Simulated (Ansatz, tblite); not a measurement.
Forces on (HBe-mu-Br)2 (Be2H2Br2) at its B3LYP-D4/def2-TZVP geometry. Charge 0, multiplicity 1.

The xTB rows come from tblite.

GFN1-xTB (tblite), largest force 1.04 eV/Å:

```xyz
6
positions Å, forces eV/Å
Be   -0.244    0.170   -1.348   -0.195    0.126   -1.016
H    -0.493    0.330   -2.641    0.112   -0.071    0.579
Br    0.302   -1.636   -0.260    0.103   -0.564   -0.090
Be    0.247   -0.169    1.348    0.175   -0.130    1.019
H     0.470   -0.334    2.645   -0.099    0.074   -0.581
Br   -0.281    1.640    0.257   -0.097    0.565    0.089
```

GFN2-xTB (tblite), largest force 0.64 eV/Å:

```
Be -0.050 0.032 -0.258
H 0.121 -0.078 0.628
Br -0.074 0.396 0.063
Be 0.044 -0.033 0.259
H -0.108 0.080 -0.630
Br 0.067 -0.397 -0.062
```

PBE0-D4/def2-TZVP (Ansatz), largest force 0.29 eV/Å:

```
Be 0.054 -0.036 0.288
H -0.025 0.018 -0.140
Br -0.026 0.137 0.022
Be -0.051 0.037 -0.288
H 0.026 -0.018 0.140
Br 0.023 -0.138 -0.021
```
